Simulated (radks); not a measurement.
Question: Spherical quantum dot in the effective-mass picture: electrons in a well V = -V0 / (1 + exp((r - R)/a)) with V0 = 28, R = 1.93, a = 0.059, with a point charge +2 (a donor) at the centre, all in effective atomic units (hartree* = m*/eps^2 hartree, bohr* = eps/m* bohr), one dielectric constant everywhere. Calculated with a radial shooting solver with Libxc functionals: non-relativistic Kohn-Sham, LDA (Slater exchange, Perdew-Wang correlation), spin-polarised, spherical densities. Levels are named by radial order and angular momentum (1s, 1p, 1d, 2s, ...), and open shells are averaged over m. At N = 14 the configuration is 1s2 1p6 1d(up 5, down 0) 2s(up 1, down 0). Does electron 15 go into 1f up or 2s down or 1d down?

Answer: Into 1d down. The total energies of the other choices lie higher by 0.0782 hartree* (2s down), 1.54 hartree* (1f up).
